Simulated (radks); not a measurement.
Results of a calculation; reference values are marked as such.
Species: Os X. Configuration: [Kr] 4d10 4f14 5s2 5p5.

Code: a radial shooting solver on a logarithmic mesh with Libxc functionals. Model: Dirac Kohn-Sham, exchange-only LDA, spin-unpolarised, spherical densities, finite nucleus; open shells fill j = l - 1/2 first; Fermi nuclear charge, rms radius 5.4126 fm.

Energy parts (hartree):
| part | energy |
|---|---|
| total | -17240.1248 |
| kinetic | 19563.7241 |
| electron-nucleus | -42861.7448 |
| Hartree | 6376.4189 |
| exchange | -318.5231 |

Orbitals (lengths in bohr, moments of r in powers of bohr; <r^-3> diverges for s and p1/2):
| orbital | occ. | eigenvalue (hartree) | <1/r> | <r^4> | <r^-3> |
|---|---|---|---|---|---|
| 1s1/2 | 2 | -2712.669 | 90.33 | 5.139e-07 | - |
| 2s1/2 | 2 | -476.4658 | 22.07 | 0.00007602 | - |
| 2p1/2 | 2 | -456.6665 | 22.05 | 0.00004548 | - |
| 2p3/2 | 4 | -400.4579 | 18.31 | 0.00006784 | 17900 |
| 3s1/2 | 2 | -114.7815 | 8.103 | 0.002792 | - |
| 3p1/2 | 2 | -105.8775 | 8.024 | 0.002448 | - |
| 3p3/2 | 4 | -93.61972 | 7.052 | 0.003291 | 4094 |
| 3d3/2 | 4 | -78.60869 | 6.951 | 0.002210 | 711.6 |
| 3d5/2 | 6 | -75.95005 | 6.725 | 0.002418 | 599.3 |
| 4s1/2 | 2 | -28.21634 | 3.419 | 0.06446 | - |
| 4p1/2 | 2 | -24.47441 | 3.312 | 0.06961 | - |
| 4p3/2 | 4 | -21.58382 | 2.972 | 0.09336 | 966.0 |
| 4d3/2 | 4 | -15.41840 | 2.764 | 0.1156 | 148.7 |
| 4d5/2 | 6 | -14.88194 | 2.684 | 0.1265 | 122.5 |
| 4f5/2 | 6 | -7.04815 | 2.282 | 0.2614 | 24.08 |
| 4f7/2 | 8 | -6.94273 | 2.251 | 0.2753 | 22.96 |
| 5s1/2 | 2 | -8.25193 | 1.407 | 1.548 | - |
| 5p1/2 | 2 | -7.02170 | 1.304 | 2.038 | - |
| 5p3/2 | 3 | -6.48443 | 1.199 | 2.645 | 181.1 |
| 5d3/2 | 0 | -4.67061 | 1.006 | 5.114 | 22.11 |
| 5d5/2 | 0 | -4.59122 | 0.9860 | 5.466 | 18.41 |
| 6s1/2 | 0 | -3.73691 | 0.7066 | 21.53 | - |

The highest occupied level is 5p3/2 at -176.45 eV. The density falls to 0.001 e/bohr^3 at r = 2.34 bohr. The electron density at the nucleus is 1.668e+06 e/bohr^3. Summed over all electrons, <r^2> = 19.03 bohr^2, which gives a Langevin (diamagnetic) susceptibility term of -15.1 x 10^-6 cm^3/mol.
